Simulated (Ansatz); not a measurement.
A CCSD(T) single point on `Cc1ccc(N)cc1Cl`.

```yaml
crystal:
  periodic: [false, false, false]
  atoms:
    - {symbol: C, position_ang: [2.528398, -0.922553, -0.092091]}
    - {symbol: C, position_ang: [1.118825, -0.428411, -0.052984]}
    - {symbol: C, position_ang: [0.329966, -0.374629, -1.198121]}
    - {symbol: C, position_ang: [-0.975589, 0.078877, -1.184277]}
    - {symbol: C, position_ang: [-1.559362, 0.508709, 0.006897]}
    - {symbol: N, position_ang: [-2.883584, 0.912384, 0.050586]}
    - {symbol: C, position_ang: [-0.792068, 0.465673, 1.169120]}
    - {symbol: C, position_ang: [0.511347, 0.006511, 1.121876]}
    - {symbol: Cl, position_ang: [1.412570, -0.018504, 2.602024]}
    - {symbol: H, position_ang: [3.231200, -0.157437, 0.248518]}
    - {symbol: H, position_ang: [2.802898, -1.210857, -1.107505]}
    - {symbol: H, position_ang: [2.667130, -1.789677, 0.559198]}
    - {symbol: H, position_ang: [0.761785, -0.702588, -2.138061]}
    - {symbol: H, position_ang: [-1.551877, 0.097098, -2.103171]}
    - {symbol: H, position_ang: [-3.130001, 1.507911, 0.823753]}
    - {symbol: H, position_ang: [-3.262098, 1.241397, -0.822107]}
    - {symbol: H, position_ang: [-1.209531, 0.786097, 2.116337]}
basis:
  gaussian: {orbitals: def2-SVP}
correlation: {method: ccsd_t}
```

```sh
$ ansatz run in.yaml --threads 2 --pin off --events-out ev --progress --plain --max-ram 22528MiB --backend cuda --devices 0, --max-vram 18GiB
```

Log, shortened:

```
Functional definition: HF
  name "HF"
  cite "Fock, Z. Phys. 61, 126 (1930) doi:10.1007/BF01340294"
  parent pbe
  exchange = exact_x
  correlation = 0
1740 factors; integrals over basis functions are off by at most 1.4e-3 eV
mean field evaluation 1: about -21310.2131 eV, gradient 3.9e1 eV
mean field evaluation 2: about -21310.2290 eV, gradient 3.9e1 eV
mean field evaluation 4: about -21314.7224 eV, gradient 4.9e0 eV
mean field evaluation 8: about -21314.7996 eV, gradient 2.9e-1 eV
mean field evaluation 16: about -21314.7793 eV, gradient 1.6e0 eV
mean field -21314.80011497 eV, -783.3044565347 hartree, gradient 3.2e-6 eV, S^2 0.000000; 0 other end points of the search recorded, 0 dependent functions left out; unrestricted orbitals would lower it
13 core orbitals not correlated: weight in the atoms' cores, before any rotation towards them, 1.000 or more for the frozen orbitals, at most 0.000 for the correlated occupied ones
reference -21314.80011497 eV, -783.3044565347 hartree; 24, 24 occupied and 133, 133 virtual orbitals, 1740 factors
second order -33.40633777 eV of doubles, -0.00000000 eV of singles
cycle   1  -33.91393963 eV  change   -5.1e-1 eV  update   1.3e-1
cycle   2  -34.79320122 eV  change   -8.8e-1 eV  update   4.2e-2
cycle   3  -34.99735969 eV  change   -2.0e-1 eV  update   1.9e-2
cycle   4  -34.99812073 eV  change   -7.6e-4 eV  update   5.5e-3
cycle   5  -34.99860374 eV  change   -4.8e-4 eV  update   2.6e-3
cycle   6  -34.99915156 eV  change   -5.5e-4 eV  update   7.0e-4
cycle   7  -34.99870584 eV  change    4.5e-4 eV  update   2.4e-4
cycle   8  -34.99867537 eV  change    3.0e-5 eV  update   7.7e-5
cycle   9  -34.99868357 eV  change   -8.2e-6 eV  update   2.7e-5
perturbative correction -1.39124840 eV, -0.0511274357 hartree
Total energy: -21351.19004693 eV, -784.6417618684 hartree
```

Hardware: 2 threads of an AMD EPYC 7R13 on a shared host and a share of an NVIDIA H100 80 GB. Wall time 2.1 s, peak host memory 0.83 GiB.

The correlation energy is -36.390 eV, 3.8 % of it from (T); the T1 diagnostic reads 0.0104.
